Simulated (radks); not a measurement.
Results of a calculation; reference values are marked as such.
The table gives one normalised radial function P(r) = r R(r) (large component) of Lu2+ in [Xe] 4f14 6s1 (r in bohr). Code: a radial shooting solver on a logarithmic mesh with Libxc functionals. Model: Dirac Kohn-Sham, LDA (Slater exchange, Perdew-Wang correlation), spin-unpolarised, spherical densities, point nucleus.

r	P
0.001494	0.0000
0.002358	0.0001
0.00372	0.0004
0.005822	0.0015
0.009186	0.0053
0.01449	0.0180
0.02268	0.0560
0.03579	0.1606
0.05647	0.3901
0.08838	0.7208
0.1394	0.8398
0.22	0.1547
0.3444	-1.0755
0.5433	-1.4516
0.8572	-0.7322
1.342	-0.1508
2.117	-0.0092
3.34	-0.0001
5.227	0.0000
8.248	0.0000

Which n and l does it have? It may be an empty orbital.

Answer. n = 4, l = 2: the number of nodes gives n - l - 1 = 1, the rise at small r points to l (this Dirac orbital starts as r^gamma with gamma = sqrt((l + 1)^2 - (Z/c)^2) = 2.95; the j = 5/2 orbital of l + 1 starts with the same power, but with a smaller coefficient, and then steepens), and the extent must fit the shell. The curve is that of 4d5/2; the two j differ most near the nucleus, where j = l - 1/2 has the larger amplitude, and in heavy atoms j = l - 1/2 is also the more compact. 4d5/2: eigenvalue -204.74 eV, 1 radial node at r = 0.233 bohr, <r> = 0.553 bohr, 90 % of the charge inside 0.832 bohr.
